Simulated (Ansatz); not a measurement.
```xyz
5

C    -0.0488   -0.0037   -1.8055
I     0.0254    0.0780    0.2941
H    -0.0549   -1.0183   -2.1947
H    -0.8565    0.4955   -2.1879
H     0.9011    0.4935   -2.1223
```

Basis set: STO-3G (spherical functions). Frozen core: 19 orbitals. Charge 0, multiplicity 1.

Computed with Ansatz (development build ahead of 0.2.0); each method stands on the lowest determinant of its kind that the runs found. Restricted open shells among the atoms or ions are ROHF, correlated in semicanonical orbitals with singles.

Give the atomization energy at this shape (free ground-state atoms in the same class of orbitals less the molecule, no zero-point energy) of singlet CH3I by RHF-MP2, RHF.

```csv
method,atomization energy
RHF-MP2,1610.6 kJ/mol
RHF,1468.0 kJ/mol
```

Caution: the shape is not the minimum.

This basis has no polarisation functions and is too small for such energies, which can lie far from measured ones in either direction.
